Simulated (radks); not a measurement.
Valence configurations of the erbium ion Er2+ (all share [Xe]). Calculated with a radial shooting solver on a logarithmic mesh with Libxc functionals: scalar-relativistic Kohn-Sham, LDA (Slater exchange, Perdew-Wang correlation), spin-polarised, spherical densities, point nucleus; open shells are filled with parallel spins first (spin-orbit coupling, left out, can overturn this in heavy ions). Energies are relative to 4f12; eigenvalues in eV for spin up.

\begin{tabular}{lrrrrrr}
valence & E (eV) & moment (Bohr magnetons) & e(4f) & e(5d) & e(6p) & e(6s) \\ \hline
4f12 & 0.000 & 2 & -18.431 & - & - & - \\
4f11 6s1 & 4.671 & 4 & -27.793 & - & - & -17.734 \\
4f11.5 6p0.5 & 4.042 & 3 & -23.597 & - & -12.058 & - \\
4f11 5d0.5 6s0.5 & 4.799 & 4 & -26.469 & -16.711 & - & -17.077 \\
4f11 6p1 & 9.828 & 4 & -29.114 & - & -13.267 & - \\
4f11 6s0.5 6p0.5 & 7.252 & 4 & -28.457 & - & -12.936 & -18.091 \\
4f10 6s2 & 17.017 & 4 & -38.612 & - & - & -19.365 \\
4f11 5d1 & 5.025 & 4 & -25.167 & -15.815 & - & - \\
4f10 5d2 & 14.243 & 6 & -32.719 & -17.689 & - & - \\
\end{tabular}

NIST lists [Xe] 4f12 as the ground configuration; this level of theory agrees among the configurations tried. The energies are those of spherical high-spin densities, not of single terms.
